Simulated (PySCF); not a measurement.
[(E)-2-silylethenyl]silane (C2H8Si2), SMILES [SiH3]/C=C/[SiH3]. The structure is a stationary point at PBE-D3(BJ)/def2-SVP.

Computed equilibrium geometry at PBE-D3(BJ)/def2-SVP (PySCF confirms it by a frequency run) as a Z-matrix, and its point group:
point group C2h.
```
C
C 1 1.3559
H 1 1.1086 2 118.31
H 2 1.1086 1 118.31 3 180.00
Si 1 1.8825 3 117.50 2 180.00
H 5 1.5044 1 109.14 3 180.00
H 5 1.5067 6 109.42 4 -121.27
H 5 1.5067 6 109.42 7 -117.45
Si 2 1.8825 4 117.50 1 180.00
H 9 1.5044 2 109.14 4 180.00
H 9 1.5067 10 109.42 3 121.27
H 9 1.5067 10 109.42 11 117.45
```
